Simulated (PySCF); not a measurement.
**Ionisation energy of S²⁺ by level of theory**

S²⁺ [Ne] 3s2 3p2 (3P) → S³⁺ [Ne] 3s2 3p1 (2P), as a difference of total energies. Computed with PySCF 2.14 in x2c-QZVPPall (9s6p4d2f1g, 70 functions), with the spin-free X2C one-electron Hamiltonian (Gaussian nucleus). Correlated levels: valence: [Ne] frozen; valence and next inner shell: 1s2 frozen. The calculations carry no spin-orbit coupling.

| method | ionisation energy (eV) |
| --- | --- |
| UHF | 34.151 |
| LDA | 34.868 |
| PBE | 34.823 |
| PBE0 | 34.865 |
| r2SCAN | 35.014 |
| wB97M-V | 34.485 |
| B3LYP | 34.816 |
| revPBE | 34.803 |
| B2PLYP | 34.695 |
| ROHF | 34.157 |
| MP2 (valence) | 34.676 |
| SCS-MP2 (valence) | 34.579 |
| MP2 (valence and next inner shell) | 34.699 |
| SCS-MP2 (valence and next inner shell) | 34.599 |

Question: How much does correlation contribute at MP2 (valence and next inner shell)?

Answer: 34.699 − (34.151) = 0.548 eV, measured against UHF.

A first-order spin-orbit estimate (lowest level to lowest level, LS coupling) adds -0.009 eV.

Errors of the correlated levels include the incompleteness of this basis and the frozen core.

For comparison: 34.86 ± 0.04 eV (semi-empirical (NIST evaluation); NIST Atomic Spectra Database, ionization energies).
